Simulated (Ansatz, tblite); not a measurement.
Removing and adding an electron: TeBr₂. The state is a singlet with charge 0. Geometry: r2SCAN-D4/def2-TZVP. Ansatz, gas phase; energy differences of separate SCF runs; the oxidised species was run as a doublet alone; the reduced species was run as a doublet alone.

Cartesian coordinates in Å:
```
Te 0.0468 -0.7052 -0.7868
Br 1.4902 -0.4795 1.2293
Br -1.5370 1.1846 -0.4425
```

In the def2 sets Te takes a core potential; there is no spin–orbit coupling. The xTB rows come from tblite.

| level | −HOMO (eV) | vertical IE (eV) | −LUMO (eV) | vertical EA (eV) | HOMO–LUMO gap (eV) | IE − EA (eV) | remarks |
| --- | --- | --- | --- | --- | --- | --- | --- |
| GFN1-xTB | 10.44 | 14.63 | 8.05 | 4.09 | 2.39 | 10.54 | – |
| GFN2-xTB | 10.98 | 14.37 | 8.07 | 4.71 | 2.91 | 9.65 | – |
| PBE-D4/def2-TZVP | 5.44 | 8.28 | 3.74 | – | 1.70 | – | – |
| PBE-D4/def2-TZVPD | 5.49 | – | 3.80 | 1.32 | 1.69 | – | HOMO above zero (-1 doublet) |
| r2SCAN-D4/def2-TZVP | 5.70 | 8.42 | 3.68 | – | 2.02 | – | – |
| r2SCAN-D4/def2-TZVPD | 5.73 | – | 3.72 | 1.38 | 2.01 | – | HOMO above zero (-1 doublet) |
| PBE0-D4/def2-TZVP | 6.56 | 8.54 | 2.99 | – | 3.58 | – | – |
| PBE0-D4/def2-TZVPD | 6.60 | – | 3.05 | 1.36 | 3.55 | – | HOMO above zero (-1 doublet) |

   A HOMO above zero means that the electron is unbound at that level or that self-interaction error raises the level; the energy of removing that electron tells which. Raw xTB energy differences between charge states are shifted by several eV; the methods need an empirical correction for them.
